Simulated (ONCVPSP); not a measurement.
## Reading a pseudo-wave (O (Z = 8))

Columns: radius, all-electron u(r) and pseudo u(r) of the 2p shell (level -43.35 eV) of oxygen in the configuration [He] 2s2 2p2; LDA (Perdew-Zunger), scalar-relativistic, ONCV scheme, ONCVPSP 4.0.1.

```tsv
r (bohr)	all-electron	pseudo
0.045	0.0316	0.0152
0.090	0.1057	0.0588
0.135	0.2018	0.1278
0.180	0.3062	0.2171
0.225	0.4105	0.3201
0.270	0.5094	0.4299
0.315	0.5998	0.5400
0.360	0.6800	0.6443
0.405	0.7493	0.7378
0.450	0.8078	0.8173
0.495	0.8556	0.8805
0.540	0.8933	0.9269
0.585	0.9218	0.9576
0.630	0.9417	0.9742
0.675	0.9539	0.9793
0.720	0.9593	0.9761
0.765	0.9587	0.9675
0.810	0.9529	0.9560
0.855	0.9425	0.9430
0.900	0.9283	0.9283
0.945	0.9109	0.9109
0.990	0.8908	0.8908
1.035	0.8685	0.8685
1.080	0.8445	0.8444
1.125	0.8191	0.8190
1.170	0.7926	0.7926
```

Question: How many radial nodes do the two functions have?

Answer: The all-electron 2p function has n − l − 1 = 0; the pseudo-wave has 0.

Question: At about which radius was the pseudo-wave matched?

Answer: 0.90 bohr, where the columns begin to agree (steps of 0.04 bohr).

Question: Where does each function peak?

Answer: Outermost all-electron maximum near 0.72 bohr, pseudo maximum near 0.68 bohr (to the table’s step).

Question: Is the pseudo-wave norm-conserving?

Answer: Yes: the ONCV scheme keeps the norm inside the radius equal to the all-electron one, which fixes the energy derivative of the logarithmic derivative at the level.
